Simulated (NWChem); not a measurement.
System: C$_{2}$H$_{6}$AlFS; SMILES C[S][Al]([CH3])[F]

Input file for NWChem:

```
start job
memory heap 200 mb stack 900 mb global 1100 mb
geometry units angstroms noautosym nocenter noautoz
  Al     0.031531     0.817805     0.000314
  F      1.195182     2.012381     0.000740
  C     -1.852331     1.292097     0.000628
  H     -2.374893     0.896778     0.887101
  H     -2.374947     0.898103    -0.886402
  H     -1.971581     2.386826     0.001465
  S      0.825867    -1.204582    -0.000619
  C     -0.703617    -2.210278    -0.000544
  H     -1.616847    -1.599482    -0.002770
  H     -0.708466    -2.847367     0.894147
  H     -0.706264    -2.850277    -0.893166
end
basis spherical
  * library 6-31g*
end
dft
  xc hfexch
  iterations 150
  mulliken
end
task dft energy
esp
  recalculate
  probe 0.07
  range 0.3
  factor 1.0
  spacing 0.02
end
task esp
```

Output (shortened):

```
             Northwest Computational Chemistry Package (NWChem) 7.3.0
             --------------------------------------------------------

                             Geometry "geometry" -> ""
                             -------------------------

 Output coordinates in angstroms (scale by  1.889725989 to convert to a.u.)

  No.       Tag          Charge          X              Y              Z
 ---- ---------------- ---------- -------------- -------------- --------------
    1 Al                  13.0000     0.03153100     0.81780500     0.00031400
    2 F                    9.0000     1.19518200     2.01238100     0.00074000
    3 C                    6.0000    -1.85233100     1.29209700     0.00062800
    4 H                    1.0000    -2.37489300     0.89677800     0.88710100
    5 H                    1.0000    -2.37494700     0.89810300    -0.88640200
    6 H                    1.0000    -1.97158100     2.38682600     0.00146500
    7 S                   16.0000     0.82586700    -1.20458200    -0.00061900
    8 C                    6.0000    -0.70361700    -2.21027800    -0.00054400
    9 H                    1.0000    -1.61684700    -1.59948200    -0.00277000
   10 H                    1.0000    -0.70846600    -2.84736700     0.89414700
   11 H                    1.0000    -0.70626400    -2.85027700    -0.89316600

 Effective nuclear repulsion energy (a.u.)     270.5520679138

  xc_inp: hfexch multiplicative factor not found.

                                 NWChem DFT Module
                                 -----------------

 Summary of "ao basis" -> "ao basis" (spherical)
 ------------------------------------------------------------------------------
       Tag                 Description            Shells   Functions and Types
 ---------------- ------------------------------  ------  ---------------------
 Al                          6-31g*                  8       18   4s3p1d
 F                           6-31g*                  6       14   3s2p1d
 C                           6-31g*                  6       14   3s2p1d
 H                           6-31g*                  2        2   2s
 S                           6-31g*                  8       18   4s3p1d

            General Information
            -------------------
          SCF calculation type: DFT
          Wavefunction type:  closed shell.
          No. of atoms     :    11
          No. of electrons :    56
           Alpha electrons :    28
            Beta electrons :    28
          Charge           :     0
          Spin multiplicity:     1
          Use of symmetry is: off; symmetry adaption is: off
          Maximum number of iterations: 150
          AO basis - number of functions:    90
                     number of shells:    46
          Convergence on energy requested:  1.00D-06
          Convergence on density requested:  1.00D-05
          Convergence on gradient requested:  5.00D-04

              XC Information
              --------------
                     Hartree-Fock (Exact) Exchange  1.000

      Superposition of Atomic Density Guess
      -------------------------------------

 Sum of atomic energies:        -816.99656721

      Non-variational initial energy
      ------------------------------

 Total energy =    -818.724662
 1-e energy   =   -1667.530762
 2-e energy   =     578.254033
 HOMO         =      -0.304011
 LUMO         =      -0.001984

     ---------------------------------------------
      Total Density - Mulliken Population Analysis
     ---------------------------------------------

    Atom       Charge   Shell Charges
 -----------   ------   -------------------------------------------------------
    1 Al  13    11.74   2.00  2.00  5.97  0.71  0.65  0.16  0.10  0.15
    2 F    9     9.73   2.00  0.95  3.52  1.02  2.23  0.01
    3 C    6     7.04   2.00  0.72  2.10  0.72  1.48  0.02
    4 H    1     0.73   0.45  0.29
    5 H    1     0.73   0.45  0.29
    6 H    1     0.74   0.45  0.29
    7 S   16    16.36   2.00  2.00  5.98  1.32  3.11  0.50  1.42  0.03
    8 C    6     6.64   2.00  0.70  1.90  0.73  1.29  0.03
    9 H    1     0.76   0.46  0.30
   10 H    1     0.76   0.47  0.30
   11 H    1     0.76   0.47  0.30

   convergence    iter        energy       DeltaE   RMS-Dens  Diis-err
 ---------------- ----- ----------------- --------- --------- ---------
 d= 0,ls=0.0,diis     1   -818.1260889815 -1.09D+03  7.63D-03  5.87D-01
 d= 0,ls=0.0,diis     2   -818.1891115090 -6.30D-02  2.29D-03  1.94D-01
 d= 0,ls=0.0,diis     3   -818.2054805067 -1.64D-02  9.66D-04  4.59D-03
 d= 0,ls=0.0,diis     4   -818.2065455346 -1.07D-03  2.33D-04  2.24D-04
 d= 0,ls=0.0,diis     5   -818.2066031973 -5.77D-05  9.44D-05  2.26D-05
  Resetting Diis
 d= 0,ls=0.0,diis     6   -818.2066102162 -7.02D-06  2.58D-05  1.38D-06
 d= 0,ls=0.0,diis     7   -818.2066107386 -5.22D-07  5.17D-06  1.42D-07

         Total DFT energy =     -818.206610738574
      One electron energy =    -1671.990336152443
           Coulomb energy =      649.174730635003
    Exchange-Corr. energy =      -65.943073134927
 Nuclear repulsion energy =      270.552067913793

 Numeric. integr. density =        0.000000000000

                       DFT Final Molecular Orbital Analysis
                       ------------------------------------

 Vector   26  Occ=2.000000D+00  E=-4.711311D-01
              MO Center= -7.7D-01,  3.1D-01,  1.1D-04, r^2= 4.1D+00
   Bfn.  Coefficient  Atom+Function         Bfn.  Coefficient  Atom+Function
  ----- ------------  ---------------      ----- ------------  ---------------
    35      0.335485   3 C  px               59     -0.288655   7 S  px
     6      0.254740   1 Al s                39      0.228181   3 C  px
     7     -0.221627   1 Al px               73      0.175488   8 C  px
    62     -0.173393   7 S  s                58     -0.145347   7 S  s
     2     -0.125933   1 Al s                21      0.124030   2 F  px

 Vector   27  Occ=2.000000D+00  E=-4.008205D-01
              MO Center=  2.0D-01, -6.2D-01, -4.3D-04, r^2= 3.9D+00
   Bfn.  Coefficient  Atom+Function         Bfn.  Coefficient  Atom+Function
  ----- ------------  ---------------      ----- ------------  ---------------
    59      0.396856   7 S  px               60     -0.368059   7 S  py
    35      0.222943   3 C  px                8      0.213295   1 Al py
    63      0.210826   7 S  px               64     -0.182847   7 S  py
     7     -0.173834   1 Al px               39      0.169286   3 C  px
    55     -0.151867   7 S  px               56      0.141040   7 S  py

 Vector   28  Occ=2.000000D+00  E=-3.621939D-01
              MO Center=  6.8D-01, -1.2D+00, -4.3D-04, r^2= 2.1D+00
   Bfn.  Coefficient  Atom+Function         Bfn.  Coefficient  Atom+Function
  ----- ------------  ---------------      ----- ------------  ---------------
    61      0.634549   7 S  pz               65      0.433122   7 S  pz
    57     -0.240521   7 S  pz               88     -0.125871  10 H  s
    90      0.125581  11 H  s                75     -0.115516   8 C  pz
     9      0.107943   1 Al pz               87     -0.084821  10 H  s
    89      0.084587  11 H  s                15     -0.054515   1 Al d -1

 Vector   29  Occ=0.000000D+00  E= 9.005645D-02
              MO Center=  5.0D-02,  8.5D-01,  7.1D-04, r^2= 5.5D+00
   Bfn.  Coefficient  Atom+Function         Bfn.  Coefficient  Atom+Function
  ----- ------------  ---------------      ----- ------------  ---------------
    13      0.941592   1 Al pz               65     -0.328871   7 S  pz
     9      0.282144   1 Al pz               48     -0.195518   4 H  s
    50      0.195526   5 H  s                61     -0.186083   7 S  pz
    27     -0.172174   2 F  pz               23     -0.135472   2 F  pz
     5     -0.126044   1 Al pz               57      0.071302   7 S  pz

[...]

                     NWChem Electrostatic Potential Fit Module
                     -----------------------------------------

 Atom parameters

 Number of atoms is                                   11
 Number of basis functions is                         90

 Grid parameters

 Maximum number of grid points is                  44699
 Number of grid points is                          44698
 Grid range                                     0.300000 nm
 Grid spacing                                   0.020000 nm
 Probe radius                                   0.070000 nm
 Atom radius factor                             1.000000

 Atomic radii

    1    0.100000
    6    0.147000
    9    0.128000
   13    0.195000
   16    0.174000
 FASTESP  F
  using M.O. file = ./job.movecs

    Atom              Coordinates                           Charge

                                                  ESP

    1 Al    0.003153    0.081781    0.000031    1.028472
    2 F     0.119518    0.201238    0.000074   -0.477538
    3 C    -0.185233    0.129210    0.000063   -0.460134
    4 H    -0.237489    0.089678    0.088710    0.082842
    5 H    -0.237495    0.089810   -0.088640    0.082883
    6 H    -0.197158    0.238683    0.000147    0.075191
    7 S     0.082587   -0.120458   -0.000062   -0.481758
    8 C    -0.070362   -0.221028   -0.000054    0.076389
    9 H    -0.161685   -0.159948   -0.000277   -0.017316
   10 H    -0.070847   -0.284737    0.089415    0.045116
   11 H    -0.070626   -0.285028   -0.089317    0.045852
                                            ------------
                                                0.000000

 Dipole moment                                  1.407666

 Quadrupole moment Qxx                         -9.089013
                   Qyy                         -1.052215
                   Qzz                         10.141228

 RMS deviation kJ/mol                           0.067964

 RRMS %                                        26.988249
```

Level: Hartree-Fock/6-31G* (spherical d). Coordinates come from a PBE0/def2-SVP optimisation.
